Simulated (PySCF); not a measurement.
# Distorted geometries of Lu(NO2)3

Lu(NO2)3 (singlet in the valence; each metal's 4f electrons, 14 of them, lie in its core potential, out of spins and levels). PySCF 2.14.0, RKS B3LYP, Lu lcecp-1-SVP with ECP60, O def2-SVP, N def2-SVP; non-relativistic Hamiltonian with scalar-relativistic core potentials where named; density fitting; no spin-orbit coupling. Relaxed geometry:

```xyz
10

Lu    0.0000    0.0000    0.0000
O     2.0405    0.1675    1.0352
O     2.0405   -0.1675   -1.0352
N     2.7471    0.0000    0.0000
O    -1.1653    1.6834    1.0352
O    -0.8752    1.8509   -1.0352
N    -1.3735    2.3790    0.0000
O    -0.8752   -1.8509    1.0352
O    -1.1653   -1.6834   -1.0352
N    -1.3736   -2.3790    0.0000
```

Q: Order these distorted geometries by energy above the relaxed one, lowest first.
A.
```xyz
10

Lu    0.0427   -0.0509    0.0123
O     2.0175    0.1064    1.0990
O     1.9719   -0.2471   -1.0708
N     2.7366    0.0006   -0.0487
O    -1.1369    1.6977    1.0948
O    -0.9436    1.8571   -1.0636
N    -1.3296    2.4728   -0.0259
O    -0.8209   -1.7720    0.9779
O    -1.1531   -1.6837   -1.0000
N    -1.3846   -2.3809    0.0250
```
B.
```xyz
10

Lu   -0.0392   -0.0372   -0.1521
O     2.0515    0.2259    1.0556
O     2.0838    0.1903   -1.1786
N     2.7055   -0.1683    0.2355
O    -1.1643    1.7774    0.9323
O    -0.7587    1.9605   -1.0050
N    -1.3309    2.3275    0.2245
O    -0.8175   -1.8966    0.7647
O    -1.3579   -1.8866   -0.7841
N    -1.3723   -2.4929   -0.0928
```
C.
```xyz
10

Lu   -0.1392   -0.1381   -0.1828
O     2.1228    0.1867    0.9803
O     2.0057   -0.2243   -1.0207
N     2.7352   -0.0279    0.1712
O    -1.1095    1.8237    1.0979
O    -0.8812    1.9802   -0.9494
N    -1.4832    2.4480    0.0682
O    -0.8930   -1.9919    0.9469
O    -1.0737   -1.6839   -1.1662
N    -1.2838   -2.3724    0.0545
```

A: A (0.78 eV), C (4.71 eV), B (19.91 eV).

Q: Which forces (eV/Å) act in the one that lies 4.71 eV up?

A: 
```
Lu    2.35   3.84  -1.04
O   -13.96   4.91  19.84
O    -0.84  -0.16   0.89
N    13.49  -4.87 -19.88
O    -0.69  -0.33   0.18
O    -0.53  -0.33  -0.61
N     1.47  -0.97   0.30
O     8.70   8.77  18.84
O    -0.09   0.01   0.90
N    -9.90 -10.87 -19.41
```
Forces carry noise of the integration grid, about 0.01 to 0.03 eV/Å.

An lcecp potential fixes the number of 4f electrons, so in runs with it no electron can move into or out of that shell.
